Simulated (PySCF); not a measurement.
Working out the excitation energy of Zn

Zn [Ar] 3d10 4s2 (1S) → Zn [Ar] 3d9 4s2 4p1 (high-spin determinant). Calculation: PySCF 2.14, in aug-cc-pVDZ-DK (7s6p4d2f, 59 functions); scalar relativity by spin-free X2C-1e. Frozen: [Ar]. Energies in hartree (1 hartree = 27.21139 eV):

```
            part    Zn (lower)    Zn (upper)
             UHF  -1794.266493  -1793.937539
CCSD correlation     -0.428512     -0.357912
             (T)     -0.012816     -0.008487
```

Task: What does Hartree-Fock give?

Result: (-1793.937539) − (-1794.266493) = 0.328954 hartree = 8.951 eV.

Task: What do CCSD and CCSD(T) give?

Result: The CCSD correlation energies differ by 0.070600 hartree = 1.921 eV and the triples by 0.004329 hartree = 0.118 eV, so CCSD gives 10.872 eV and CCSD(T) 10.990 eV.

One determinant mixes LS terms, so it does not stand for a single term.

The upper state lies above the first ionisation limit, where it may autoionise and the basis confines it.

A double-zeta basis recovers only part of the correlation energy.
